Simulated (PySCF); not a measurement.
**Working out the electron affinity of Sn**

Sn⁻ [Kr] 4d10 5s2 5p3 (4S) → Sn [Kr] 4d10 5s2 5p2 (3P). All numbers are calculated (PySCF 2.14, a scalar-relativistic core potential, in aug-cc-pVTZ-PP with ECP28MDF (6s5p4d2f, 55 functions)). Frozen: 4s2 4p6 4d10. Energies in hartree (1 hartree = 27.21139 eV):

```
            part  Sn⁻ (lower)   Sn (upper)
             UHF  -213.375479  -213.340271
CCSD correlation    -0.070880    -0.056563
             (T)    -0.003230    -0.001661
```

Task: What does Hartree-Fock give?

Result: (-213.340271) − (-213.375479) = 0.035208 hartree = 0.958 eV.

Task: What do CCSD and CCSD(T) give?

Result: The CCSD correlation energies differ by 0.014317 hartree = 0.390 eV and the triples by 0.001569 hartree = 0.043 eV, so CCSD gives 1.348 eV and CCSD(T) 1.391 eV.

Reference: 1.112 eV (measured; photodetachment measurements, as compiled on the Wikipedia data page of electron affinities), between the lowest levels; spin-orbit coupling is absent from the calculation.

What remains against the reference includes basis incompleteness, the frozen core and higher excitations.
